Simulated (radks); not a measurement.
Results of a calculation; reference values are marked as such.
Polarisability of the tellurium ion Te6+, [Kr] 4d10, at imaginary frequency. Code: a radial shooting solver on a logarithmic mesh with Libxc functionals. Model: scalar-relativistic Kohn-Sham, LDA (Slater exchange, Perdew-Wang correlation), spin-unpolarised, spherical densities, finite nucleus; Fermi nuclear charge, rms radius 4.7423 fm. Response by self-consistent Sternheimer equations with the Hartree and adiabatic LDA kernel, the relativistic mass of each level held fixed and spin-orbit coupling left out.

w (hartree)  alpha1(iw) (bohr^3)  alpha2(iw) (bohr^5)
0.00266                    1.351                1.932
0.0143                     1.351                1.932
0.0360                     1.351                1.931
0.0697                     1.350                1.930
0.118                      1.348                1.926
0.186                      1.345                1.917
0.280                      1.337                1.898
0.413                      1.321                1.861
0.605                      1.289                1.791
0.892                      1.225                1.667
1.35                       1.102                1.470
2.12                      0.8839                1.189
3.59                      0.5661               0.8225
6.94                      0.2452               0.4044
17.5                     0.06013              0.09489

Static values: alpha1 = 1.351 bohr^3 (0.2002 angstrom^3; uncoupled 1.995), alpha2 = 1.932 bohr^5, alpha3 = 4.232 bohr^7. C6 = 4.168, C8 = 29.31, triple-dipole C9 = 4.078 atomic units. One-pole (London) frequency 4 C6 / (3 alpha1^2) = 3.045 hartree, against 4.186 for minus the highest occupied eigenvalue.
